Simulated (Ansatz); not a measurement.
Total energies of C3H9BF2Si (`C[Si](C)(C)B(F)F`).

Cartesian coordinates in Å:
```
C 0.4965 1.2669 1.2576
Si -0.0554 -0.0030 -0.0111
C 0.2988 0.6079 -1.7467
C 0.8254 -1.6310 0.3055
B -2.0614 -0.3059 0.2200
F -2.5689 -0.7511 1.3613
F -2.9489 -0.0787 -0.7367
H 0.0112 2.2327 1.0966
H 0.2620 0.9375 2.2727
H 1.5776 1.4216 1.1955
H -0.0288 -0.1174 -2.4956
H 1.3699 0.7766 -1.8880
H -0.2191 1.5490 -1.9477
H 0.5362 -2.3924 -0.4231
H 1.9088 -1.4973 0.2372
H 0.5964 -2.0153 1.3024
```

Total charge 0; spin multiplicity 1. Geometry: relaxed with PBE0-D4/def2-TZVP. It is one conformer, not always the lowest. Basis def2-TZVPP, the Gaussian-basis code of Ansatz.

RPA on PBE orbitals: Hartree–Fock energy of these orbitals -631.57250 Eh, correlation -2.02870 Eh (frozen core).

| functional | energy without D4 (Eh) | D4 term (kJ/mol) |
| --- | --- | --- |
| PBE | -633.51585 | -34.3 |
| revPBE | -633.89188 | -99.1 |
| BLYP | -633.96420 | -73.3 |
| r2SCAN | -633.87456 | -9.2 |
| B97M-V | -633.94504 | – |
| PBE0 | -633.57634 | -29.4 |
| r2SCANh | -633.85841 | -9.7 |
| r2SCAN0 | -633.83571 | -10.7 |
| BHLYP | -633.91503 | -41.6 |
| CAM-B3LYP | -633.94924 | -29.9 |
| LC-ωPBE | -633.78374 | – |
| ωB97X-V | -633.92403 | – |
| B2PLYP | -633.70716 | – |
| PBE-QIDH | -633.45183 | – |

Task: Give the same for LDA (SPW92), B3LYP, HSE06 (plane-wave form), ωB97M-V. (An estimate is asked.)

Result: Ansatz gave: 
| functional | energy without D4 (Eh) | D4 term (kJ/mol) |
| --- | --- | --- |
| LDA (SPW92) | -630.21894 | – |
| B3LYP | -634.10774 | -54.5 |
| HSE06 (plane-wave form) | -633.55224 | -27.5 |
| ωB97M-V | -633.92151 | – |

B3LYP takes the VWN-RPA correlation (the form of Gaussian; ORCA's B3LYP/G). HSE06 is the plane-wave form, built on full-range PBE exchange. The double hybrids freeze the cores in their second-order part.

LC-ωPBE has ω = 0.4 bohr⁻¹.
